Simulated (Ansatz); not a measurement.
`[SiH3][SiH]1NCS1` → C• + 7 H• + N• + S• + 2 Si•  (atomization)

Gas-phase electronic energies from Ansatz, PBE0-D4/def2-TZVP geometries. CCSD(T)/CBS adds triple-zeta CCSD(T) − MP2 to the extrapolated MP2 energy (def2 sets, frozen cores). This one scheme is used for every species, atoms too. Functionals use def2-TZVPP. B3LYP here is the variant with VWN-RPA as its local correlation; programs differ in this. No spin–orbit coupling; open shells (•) take unrestricted orbitals. Spin–orbit coupling would lower the free atoms: a little for C, S, Si.

| level | ΔE (kJ/mol) | difference from CCSD(T)/CBS |
| --- | --- | --- |
| PBE-D4 | 4047.6 | 51.8 |
| r2SCAN-D4 | 3995.2 | -0.6 |
| PBE0-D4 | 3996.6 | 0.8 |
| B3LYP-D4 | 3991.4 | -4.4 |
| ωB97X-V | 4036.9 | 41.1 |
| B2PLYP | 3930.4 | -65.4 |
| PBE | 4014.8 | 19.0 |
| PBE0 | 3968.6 | -27.2 |
| B3LYP | 3938.2 | -57.6 |
| HF/def2-TZVPP | 2840.3 | -1155.5 |
| MP2/def2-TZVPP | 3900.5 | -95.3 |
| SCS-MP2/def2-TZVPP | 3914.4 | -81.4 |
| CCSD/def2-TZVPP | 3807.1 | -188.7 |
| MP2/def2-QZVPP | 3976.0 | -19.8 |
| HF/CBS(def2) | 2849.1 | -1146.7 |
| MP2/CBS(def2) | 4027.4 | 31.6 |
| CCSD(T)/CBS | 3995.8 | 0 |

Largest T1 diagnostic among the species: 0.012.

In def2-TZVPP, CCSD(T) changes the Hartree–Fock value by +1028.6 kJ/mol (the triples alone add +61.9 kJ/mol) and MP2 by +1060.2 kJ/mol; breaking electron pairs costs correlation energy, which Hartree–Fock lacks. From PBE to PBE0 (25 % exact exchange), in def2-TZVPP and without D4, ΔE moves by −46.3 kJ/mol: exact exchange takes away binding that semilocal exchange gives to molecules. The D4 term adds +53.3 kJ/mol with B3LYP and +28.0 kJ/mol with PBE0; it sums over pairs of atoms, weighted by their polarisabilities, and B3LYP, whose exchange is more repulsive, gets the larger term.

For atomizations the MP2-based limit and the directly extrapolated one differ by several kJ/mol either way, and by 10 to 25 for some Ge, Se and Sn compounds, so smaller differences from it don't rank the levels.
